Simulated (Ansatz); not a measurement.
Start from `Cl[SiH2][SbH2]` and change one atom or group to get `S[SiH2]Cl`.

Ansatz, PBE0-D4/def2-TZVP geometries, multiplicity 1. Each molecule was computed in one conformer, which needn't be the lowest.

Elements past krypton have def2 core potentials.

```tsv
property	`Cl[SiH2][SbH2]`
LUMO energy (PBE/def2-TZVPP) / eV	-1.62
HOMO energy (PBE0/def2-TZVPP) / eV	-7.35
HOMO–LUMO gap (ωB97M-V/def2-TZVPP) / eV	10.13
size of the dipole moment (ωB97M-V/def2-TZVPP) / D	1.46
HOMO energy (ωB97M-V/def2-TZVPP) / eV	-9.32
ideal-gas entropy at 298 K and 1 bar (rigid rotor, harmonic PBE0-D4/def2-TZVP) / J/(mol·K)	339
```

Q: What does the change do to each property? (Best estimate.)

A: Ansatz gave: 
```json
{"property": "LUMO energy (PBE/def2-TZVPP) / eV", "`S[SiH2]Cl`": "-0.94", "shift": "0.68"}
{"property": "HOMO energy (PBE0/def2-TZVPP) / eV", "`S[SiH2]Cl`": "-7.93", "shift": "-0.58"}
{"property": "HOMO–LUMO gap (ωB97M-V/def2-TZVPP) / eV", "`S[SiH2]Cl`": "11.94", "shift": "1.81"}
{"property": "size of the dipole moment (ωB97M-V/def2-TZVPP) / D", "`S[SiH2]Cl`": "1.07", "shift": "-0.39"}
{"property": "HOMO energy (ωB97M-V/def2-TZVPP) / eV", "`S[SiH2]Cl`": "-10.12", "shift": "-0.80"}
{"property": "ideal-gas entropy at 298 K and 1 bar (rigid rotor, harmonic PBE0-D4/def2-TZVP) / J/(mol·K)", "`S[SiH2]Cl`": "304", "shift": "-35"}
```

With PBE0 the HOMO falls by 0.58 eV and the LUMO rises by 0.87 eV, so the gap widens by about 1.45 eV. PBE moves the HOMO by -0.34 eV and ωB97M-V by -0.80 eV. The zero-point energy changes by -10.3 kJ/mol with -3 modes. Dipoles are sizes alone; their direction can turn.

Spin–orbit coupling is left out; it splits and shifts lone-pair levels of the heavy atoms by tenths of an eV.
